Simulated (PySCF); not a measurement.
Worked example: refractive index and permittivity of the vapour

Mg(F)(SiH3) (FH₃MgSi), SMILES [F][Mg][SiH3].

The structure is a stationary point at PBE0-D3(BJ)/def2-TZVP.

HF/def2-TZVPD (PySCF) gives a mean static polarisability of 54.8 bohr³ and a dipole moment of 1.27 D. Take an ideal gas at 298.15 K and 0.01 bar, whether or not the substance is that volatile.

Task: Work out n − 1 in the optical limit and the static ε − 1.

Result: 
Polarisability volume α' = 54.8 × 0.148185 = 8.12 Å³. Number density N = p/kT = 2.43e-7 Å⁻³.
Dilute limit of Lorentz–Lorenz: n − 1 = 2π N α' = 1.2e-5.
Orientation term of Debye: μ²/(3kT) = 8.098 Å³ × μ²(D²) = 13.06 Å³.
ε − 1 = 4π N (α' + μ²/3kT) = 6.5e-5. Orientation of the dipole supplies 62 % of the static response; it can't follow optical fields. Vibrational polarisation and dispersion are left out.
